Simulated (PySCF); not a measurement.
An excited-state job on `[H][Sn]([H])([H])[C](F)(F)F` (Sn(CF3)H3).

Computed with TDDFT wB97X-D/def2-SVPD, vertical, gas phase, core orbitals frozen in the response, def2 core potentials past Kr (PySCF 2.14.0, density-fitted response routines). Geometry: PBE0-D3(BJ)/def2-SVP. The input is one job of a driver script: a line of settings, then coordinates in Å.

Input:
```
{"job": {"kind": "uv", "xc": "wB97X-D", "basis": "def2-SVPD", "ip": true, "nstates": 10}, "charge": 0, "multiplicity": 1}
Sn     0.001551     0.004539    -1.097078
C      0.000167    -0.004274     1.105101
F     -1.240522     0.113624     1.597721
F      0.722690     1.006763     1.606950
F      0.514097    -1.139855     1.597152
H      1.629332    -0.019815    -1.606032
H     -0.790903     1.430028    -1.596834
H     -0.836412    -1.391020    -1.606981
```

Q: Estimate the output.

A: 
```
coarse grid: 36528 points
cycle   1  E = -552.2782850896  dE = -2.197e+01  |g| = 2.366e+00  |ddm| = 9.083e+00
cycle   2  E = -552.8212235742  dE = -5.429e-01  |g| = 1.977e+00  |ddm| = 8.532e+00
cycle   3  E = -553.4347478950  dE = -6.135e-01  |g| = 1.349e-01  |ddm| = 2.726e+00
cycle   4  E = -553.4362687172  dE = -1.521e-03  |g| = 1.260e-01  |ddm| = 2.434e-01
cycle   5  E = -553.4388353336  dE = -2.567e-03  |g| = 9.367e-03  |ddm| = 1.007e-01
cycle   6  E = -553.4388681261  dE = -3.279e-05  |g| = 3.934e-03  |ddm| = 2.457e-02
cycle   7  E = -553.4388729658  dE = -4.840e-06  |g| = 1.010e-03  |ddm| = 7.117e-03
final grid: 76184 points
cycle   8  E = -553.4359082890  dE = -6.071e-06  |g| = 1.431e-03  |ddm| = 7.397e-03
cycle   9  E = -553.4359085065  dE = -2.176e-07  |g| = 9.767e-04  |ddm| = 3.479e-03
cycle  10  E = -553.4359086555  dE = -1.490e-07  |g| = 1.436e-04  |ddm| = 1.261e-03
cycle  11  E = -553.4359086599  dE = -4.349e-09  |g| = 4.971e-05  |ddm| = 1.780e-04
cycle  12  E = -553.4359086610  dE = -1.143e-09  |g| = 1.713e-05  |ddm| = 1.334e-04
cycle  13  E = -553.4359086611  dE = -8.890e-11  |g| = 2.214e-06  |ddm| = 3.088e-05
converged SCF energy = -553.4359086611

Static polarisability (au): isotropic 56.487, principal 54.139 54.148 61.174

Singlet excitations
state   eV       nm        f      main configurations
  1   8.1172    152.7   0.00009   H->L+1 0.74, H->L 0.24
  2   8.1380    152.4   0.00000   H-1->L+1 0.62, H-1->L 0.17, H->L+2 0.17
  3   8.1402    152.3   0.00000   H-2->L+1 0.62, H-2->L 0.17, H->L+3 0.16
  4   8.4815    146.2   0.28751   H->L 0.38, H->L+3 0.28, H->L+1 0.13
  5   8.4839    146.1   0.01017   H->L+2 0.65, H-1->L 0.20
  6   8.4875    146.1   0.23333   H->L+3 0.38, H->L 0.30, H-2->L 0.11
  7   8.6759    142.9   0.19158   H-1->L 0.40, H-1->L+1 0.18, H-2->L 0.17
  8   8.6762    142.9   0.19159   H-2->L 0.40, H-2->L+1 0.18, H-1->L 0.16
  9   8.7450    141.8   0.00016   H-1->L+3 0.49, H-2->L+2 0.49
 10   9.6043    129.1   0.21077   H-1->L+2 0.50, H-2->L+3 0.39

Triplet excitations (Tamm-Dancoff, eV): 6.8268 7.5236 7.5250 7.7470
Vertical ionisation energy (delta-SCF) = 11.2322 eV
```

The SCF starts on a coarse grid where the log names one; the energy can jump when the final grid takes over, and dE then counts from the start density on the new grid. H and L stand for HOMO and LUMO; the number after each pair is its weight.

Q: Give S1 in cm⁻¹ and kJ/mol.

A: 8.1172 eV × 8065.54 = 65470 cm⁻¹; × 96.485 = 783.2 kJ/mol.

Q: Give the mean polarisability as a volume in Å³, and the ratio of the largest to the smallest principal value.

A: 56.487 au × 0.148185 = 8.37 Å³; 61.174/54.139 = 1.13.

In short: HOMO -10.82 eV, LUMO 1.19 eV; lowest singlet 8.12 eV; lowest triplet 6.83 eV (Tamm–Dancoff); mean polarisability 56.5 au.

Atoms past krypton carry effective core potentials; spin–orbit coupling is left out.

Q: How long does this job take on one thread, Arm Neoverse V1, on a shared host?

A: About 72 s.
Labels such as C1 count atoms from 1, the log's own numbers from 0.

wB97X-D is run here without its empirical dispersion term; that term would change no orbital, density or response property at a fixed geometry.
